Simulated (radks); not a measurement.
Kinetic energies: the exact non-interacting value of the Kohn-Sham orbitals and orbital-free approximations, as 100 (|E| - |E exact|)/|E exact|, negative where the magnitude is too small. Species: Pb4+ [Xe] 4f14 5d10; Ca [Ar] 4s2. All-electron calculation, non-relativistic Kohn-Sham, exchange-only PBE, spin-polarised, spherical densities, point nucleus. Program: a radial shooting solver on a logarithmic mesh with Libxc functionals. Every spin shell is full or empty, so the densities are truly spherical. Functionals are evaluated on that one density, not self-consistently.

| functional | Pb4+ | Ca |
|---|---|---|
| exact (hartree) | 19519.6 | 676.576 |
| Thomas-Fermi | -4.58 | -6.95 |
| von Weizsacker | -64.88 | -43.34 |
| TF + vW | +30.54 | +49.71 |
| TF + vW/9 | -0.67 | -0.65 |
| TF + vW/5 | +2.45 | +4.38 |
| LC94 | +0.03 | +0.08 |
| APBEK | +0.05 | +0.20 |
| revAPBEK | +0.18 | +0.51 |
| Perdew 92 | -0.67 | -0.64 |
| Thakkar | -0.78 | -0.21 |
| Pearson | -0.83 | -1.41 |
| LKT | +15.77 | +27.91 |
| PG1 | +12.30 | +22.41 |
| Ernzerhof | -0.47 | -0.13 |
